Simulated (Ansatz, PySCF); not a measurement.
CH2I, SMILES [CH2]I (connectivity only; charge and spin as stated), charge +1, multiplicity 1. Atoms are numbered in the order given.

```xyz
4

C      0.0000     0.0000    -1.6720
I      0.0000     0.0000     0.2598
H      0.0000    -0.9434    -2.2138
H      0.0000     0.9434    -2.2138
```
Charge +1, spin multiplicity 1.

Geometry optimised at PBE0-D3(BJ)/def2-TZVP. The spin state was assumed, not searched. The isomer is the one that the SMILES or the coordinates give; other isomers of the formula were not compared. The def2 effective core potentials stand for the cores of I; spin–orbit coupling is left out.

Two levels are set side by side: PBE-D3(BJ)/def2-TZVP (Ansatz, a quantum-chemistry and plane-wave program) and PBE0-D3(BJ)/def2-TZVP (Ansatz). Each level has its own optimised geometry; the coordinates shown are those of the second. Frequencies come from the Hessian of PySCF at each geometry. Differences are taken from unrounded values.

| quantity | PBE0-D3(BJ) | PBE-D3(BJ) | PBE-D3(BJ) minus PBE0-D3(BJ) |
|---|---|---|---|
| mean bond length (Å) | 1.369 | 1.380 | 0.011 |
| bond C1–I2 (Å) | 1.932 | 1.951 | 0.019 |
| bond C1–H3 (Å) | 1.088 | 1.095 | 0.007 |
| bond C1–H4 (Å) | 1.088 | 1.095 | 0.007 |
| highest harmonic wavenumber (cm⁻¹) | 3263 | 3181 | -81 |
| mean harmonic wavenumber (cm⁻¹) | 1748 | 1694 | -54 |
| zero-point energy (kcal/mol) | 14.99 | 14.53 | -0.46 |

Exact exchange shortens and stiffens bonds; PBE has none. Differences between two approximate levels are no errors against the true value.
